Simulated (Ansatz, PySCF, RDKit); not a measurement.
Noncovalent pair: C2H2 (SMILES C#C) (first 4 atoms) with CH3I (SMILES CI); geometry from B3LYP-D3(BJ)/def2-TZVP, rigid monomers moved along the line of their centres of mass till C1···H8 is 2.55 Å.
(charge 0, multiplicity 1):
```xyz
9

C     -0.3668    -0.0942     0.7666
C     -0.2625    -1.0548     0.0594
H     -0.4479     0.7505     1.4092
H     -0.1760    -1.9023    -0.5758
C      1.4936    -0.9375     3.5352
I      0.7815     1.0293     4.0652
H      1.1325    -1.6230     4.2929
H      1.0889    -1.1704     2.5567
H      2.5763    -0.8925     3.5218
```

Interaction energies are E(AB) − E(A) − E(B) at the monomers' geometry in the complex; basis-set methods are counterpoise corrected. RDKit's UFF carries no charges.

Run with Ansatz (Gaussian orbitals); PySCF for the dispersion terms; RDKit for the force fields.  In def2 rows elements past Kr take small-core potentials, without spin–orbit coupling.

**Question.** Predict the interaction energy from UFF.

**Answer.** 53 meV

**Question.** Give the interaction energy at the level B3LYP/def2-TZVPPD.

**Answer.** 20 meV

**Question.** Estimate the interaction energy that r2SCAN-D3(BJ)/def2-TZVPPD returns for this input.

**Answer.** -71 meV

Ansatz is a quantum-chemistry and plane-wave program.
